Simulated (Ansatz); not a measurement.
Molecule: C₂H₈Cl₂OSi₂ (charge 0, singlet). SMILES: C[SiH](C)O[SiH](Cl)Cl
Coordinates optimised at B3LYP-D3(BJ)/def2-TZVP (Ansatz, an electronic-structure program):
```
Si
O 1 1.6682
Si 2 1.6038 1 143.13
H 3 1.4627 2 110.75 1 -165.89
H 1 1.4807 2 105.57 3 -152.06
C 1 1.8622 5 110.64 2 116.99
H 6 1.0916 1 111.09 5 -57.85
H 6 1.0921 7 108.12 1 121.60
H 6 1.0926 7 107.97 8 116.74
C 1 1.8634 5 110.73 2 -118.09
H 10 1.0913 1 111.21 5 58.38
H 10 1.0924 11 107.99 1 -121.87
H 10 1.0926 11 108.08 12 -116.51
Cl 3 2.0538 4 108.82 2 121.66
Cl 3 2.0592 4 108.84 2 -121.06
```

Computed values are from Ansatz. Valence correlation only, unless marked. UHF or UKS for open shells. No spin-orbit coupling. No relativistic terms. CBS marks a two-point X^-3 extrapolation of the correlation energy; Hartree-Fock from the larger set.

Q: What is the total energy at CCSD(T)/CBS(cc-pV(T+d)Z,cc-pV(Q+d)Z)?

A: -1654.0323 Eh.

Q: What is the atomisation energy De at CCSD(T)/CBS(cc-pV(T+d)Z,cc-pV(Q+d)Z)?

A: 5661.9 kJ/mol.

Q: What is the dipole moment at CCSD(T)/aug-cc-pV(D+d)Z?

A: 1.56 D.

Q: What is the T1 diagnostic at CCSD/cc-pV(Q+d)Z?

A: 0.010.
